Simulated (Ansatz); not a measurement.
The cluster Cu2S2. The state is a quintet with charge 0. Geometry r2SCAN-D4/def2-SVP; atoms count from 1.

Cartesian coordinates in Å:
```
Cu 0.887 -0.889 -0.615
Cu -0.867 0.903 0.622
S -0.176 0.848 -1.479
S 0.157 -0.863 1.472
```

At PBE0-D4/def2-TZVP a triplet of charge 0 lies 2.97 eV below the quintet, each at its own geometry. The structure comes from a short search, and lower isomers may exist.

Question: Estimate the Mulliken populations from the PBE0/def2-TZVP orbitals of Ansatz.

Answer: 
```tsv
atom	charge (e)	spin (α − β)	d electrons
Cu1	0.08	0.79	9.66
Cu2	0.08	0.79	9.66
S3	-0.08	1.21	–
S4	-0.08	1.21	–
```
Mulliken values depend strongly on the basis.

Question: Where does the spin sit?

Answer: Summed by element: Cu 1.58, S 2.42, of 4 unpaired in all. Largest on single atoms: S3 1.21, S4 1.21, Cu1 0.79.

Question: And the Mayer bond orders between heavy atoms (over 0.3)?

Answer: Cu1–Cu2 0.55 (2.80 Å); Cu1–S3 0.79 (2.21 Å); Cu1–S4 0.79 (2.21 Å); Cu2–S3 0.79 (2.21 Å); Cu2–S4 0.79 (2.21 Å).
